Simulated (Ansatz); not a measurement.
PBE exchange is replaced step by step with exact exchange (0 % is PBE, 25 % PBE0; no dispersion term), basis def2-SVP, Ansatz. System: `Sc1cnc(-c2cnc(-c3cnc(S)nc3)nc2)nc1`. Charge 0, multiplicity 1. Geometry: PBE-D4/def2-SVP.

Geometry of the singlet:

Cartesian coordinates in Å:
```
S -0.747 -0.012 7.047
C -0.505 -0.017 5.302
C 0.645 -0.517 4.649
N 0.780 -0.502 3.326
C -0.235 0.015 2.600
C -0.092 0.024 1.133
C 1.062 -0.468 0.484
N 1.194 -0.472 -0.843
C 0.161 0.021 -1.563
C 0.293 0.009 -3.030
C -0.729 0.488 -3.880
N -0.623 0.480 -5.212
C 0.528 -0.019 -5.707
S 0.730 -0.060 -7.461
N 1.572 -0.503 -5.009
C 1.446 -0.485 -3.680
N -0.985 0.522 -1.048
C -1.102 0.521 0.280
N -1.373 0.523 3.122
C -1.504 0.508 4.447
H 0.445 -0.598 7.353
H 1.481 -0.944 5.236
H 1.896 -0.867 1.087
H -1.657 0.889 -3.439
H -0.495 0.490 -7.697
H 2.283 -0.876 -3.077
H -2.031 0.926 0.718
H -2.438 0.926 4.864
```

| exact exchange (%) | HOMO (eV) | LUMO (eV) | gap (eV) |
| --- | --- | --- | --- |
| 0 | -5.62 | -3.14 | 2.48 |
| 10 | -6.01 | -2.89 | 3.12 |
| 15 | -6.20 | -2.76 | 3.44 |
| 25 | -6.59 | -2.49 | 4.10 |
| 35 | -6.98 | -2.21 | 4.77 |
| 50 | -7.57 | -1.78 | 5.79 |

Question: Fit a straight line to the column «gap (eV)» against the share of exact exchange and predict its value at 5 %.

Answer: With x = exact exchange (%) and y = gap (eV): mean x = 22.5, mean y = 3.95; Σ(x − x̄)(y − ȳ) = 108.5, Σ(x − x̄)² = 1638; slope b = 0.06624, intercept a = ȳ − b·x̄ = 2.46. The residuals of the fitted rows reach 0.02. At x = 5 the line gives 2.46 + (0.06624 × 5) = 2.79; the run gave 2.80, 0.01 more than the line.
